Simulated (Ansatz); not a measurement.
Cost and result up the ladder for the cluster Bi2F6 (the lowest singlet isomer of a short search) (8 atoms). The state is a singlet with charge 0. Geometry: PBE-D4/def2-SVP.

Cartesian coordinates in Å:
```
Bi -0.331 -0.394 1.434
Bi 0.433 0.455 -1.905
F 1.510 -0.671 -0.498
F -1.246 -0.503 -1.088
F 0.965 0.265 2.880
F 0.027 1.399 0.266
F -2.013 0.450 2.250
F 0.653 -1.002 -3.340
```

Ansatz on 4 threads of Arm Neoverse V1 on a shared host. Times are rough, and most runs start from the orbitals of an earlier one. ωB97M-V/def2-TZVP serves as the yardstick here, not as an exact answer. Differences are given only for rows in sets of like size (and for xTB, whose basis is part of the method), since another set adds its own error. Binding counts from free atoms at the same level (Bi quartet, F doublet; other spins of the atoms weren't run), without zero-point energy or a counterpoise term.

In the def2 sets Bi takes a core potential; there is no spin–orbit coupling. Correlated methods freeze 14 core orbitals; core or outer-core shells of Bi are correlated, in sets that lack core-valence functions. The rows differ in basis, and correlated rows in double-zeta sets carry the largest basis error. The structure comes from a short search, and lower isomers may exist.

Correlated methods converge slowly with the basis, most of all in double-zeta sets.

```tsv
level	functions	wall time	binding energy per atom (eV)	difference from ωB97M-V/def2-TZVP (eV)
PBE-D4/def2-SVP	136	1.7 s	3.52	–
PBE0-D4/def2-SVP	136	2.5 s	3.15	–
PBE-D4/def2-TZVP (with forces)	286	4.7 s	3.59	0.28
PBE0-D4/def2-TZVP	286	8.5 s	3.25	-0.06
r2SCAN-D4/def2-TZVP	286	8.5 s	3.36	0.05
MP2/def2-TZVP	286	10 s	3.35	0.04
PBE-QIDH/def2-TZVP	286	15 s	3.13	-0.18
B2PLYP/def2-TZVP	286	15 s	3.30	-0.02
ωB97M-V/def2-TZVP	286	19 s	3.31	0.00
CCSD(T)/def2-SVP	136	66 s	2.84	–
```
